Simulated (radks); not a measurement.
The numbers below are computed, except where a source is named.
Spherical jellium clusters: N electrons in a uniform positive sphere of charge N and radius rs N^(1/3), rs = 5.21 bohr. Level of theory: non-relativistic Kohn-Sham, LDA (Slater exchange, Perdew-Wang correlation), spin-polarised, spherical densities (a radial shooting solver with Libxc functionals). Levels are named by radial order and angular momentum (1s, 1p, 1d, 2s, ...), and open shells are averaged over m. At N = 13 the configuration is 1s2 1p6 1d(up 5, down 0). The background grows by one charge. Does electron 14 go into 2s down or 1d down or 2s up?

Answer. Into 1d down. The total energies of the other choices lie higher by 0.102 eV (2s up), 0.261 eV (2s down).
